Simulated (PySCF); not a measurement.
## Dipole moment and polarisability of `Cc1cccn1C`

C₆H₉N.
SMILES with atom numbers: `[CH3:1][c:2]1[cH:3][cH:4][cH:5][n:6]1[CH3:7]` (hydrogens: H8, H9, H10 on C1; H11 on C3; H12 on C4; H13 on C5; H14, H15, H16 on C7)

Cartesian coordinates in Å at the GFN2-xTB level; atoms count from 1:
```xyz
16
C6H9N angstrom
C     -1.6176   -1.0587    0.0409
C     -0.1778   -0.6849    0.0178
C      0.9411   -1.4779    0.0245
C      2.0629   -0.6276   -0.0071
C      1.5899    0.6546   -0.0315
N      0.2297    0.6177   -0.0163
C     -0.6380    1.7588   -0.0352
H     -2.1184   -0.6444    0.9174
H     -2.1342   -0.6905   -0.8469
H     -1.7115   -2.1405    0.0700
H      0.9521   -2.5501    0.0470
H      3.0920   -0.9278   -0.0097
H      2.1164    1.5889   -0.0605
H     -1.2681    1.7853    0.8581
H     -0.0379    2.6667   -0.0659
H     -1.2883    1.7391   -0.9140
```

Level: PBE0/def2-SVPD (PySCF), static field, nuclei fixed, core orbitals frozen in the response. The polarisability tensor in these axes (au):

```
x   90.85 -1.51 -0.35
y   -1.51 84.95 -0.71
z   -0.35 -0.71 53.49
```

Problem. Diagonalise the tensor; give its mean and Δα, where Δα² is half the sum of the squared differences of the eigenvalues.

Solution. Principal values 53.48, 84.61 and 91.21 au; mean 76.43 au = 11.33 Å³ = 12.60 × 10⁻⁴⁰ C²·m²/J; Δα = 34.91 au (46 % of the mean).

Problem. What is the dipole moment, and where does it point?

Solution. (-1.63, 1.54, -0.02) D, 2.24 D in size, pointing from the negative to the positive side. Measured along this direction, the outermost atoms are H12 at the negative end and H16 and H14 at the positive end.

Problem. Orientational against electronic polarisability at 400 K (dilute gas, rigid molecules)?

Solution. In Gaussian units μ²/3kT = 30.29 Å³ against 11.33 Å³, a ratio of 2.67; the Debye molar polarisation (4π/3)N_A(α + μ²/3kT) is 105.0 cm³/mol, leaving out the vibrational part.

Problem. Form Σ f/ω² (atomic units) for the 8 lowest TDDFT singlets, given as eV and f, and set it beside the mean polarisability, which is this sum over all singlets: 5.33, 0.0034; 6.14, 0.0127; 6.24, 0.0038; 6.26, 0.0052; 6.30, 0.1878; 6.55, 0.0082; 6.83, 0.0012; 7.07, 0.0178.

Solution. They add up to 4.44 au, 5.8 % of the 76.43 au; the largest single term is 3.50 au, from the state at 6.30 eV. Terms in order: 0.09, 0.25, 0.07, 0.10, 3.50, 0.14, 0.02, 0.26 au. Higher excitations give the rest. The strengths listed sum to 0.240.

Problem. Refractivity n − 1 of an ideal gas of it at 500 K and 1 atm, from the electronic α?

Solution. N = p/kT = 1.4678 × 10¹⁹ cm⁻³, so n − 1 = 2π × N × 11.33 × 10⁻²⁴ cm³ = 1045 × 10⁻⁶ at long wavelengths, for an ideal gas.

Problem. Along which axes do the principal values lie, and how far do the nuclei extend along each?

Solution. Largest value along (0.97, -0.23, 0.00), where the nuclei span 5.14 Å; middle along (0.23, 0.97, -0.02), 5.07 Å; least along (0.01, 0.02, 1.00), 1.77 Å. 

Isolated species at its GFN2-xTB geometry, gas phase.
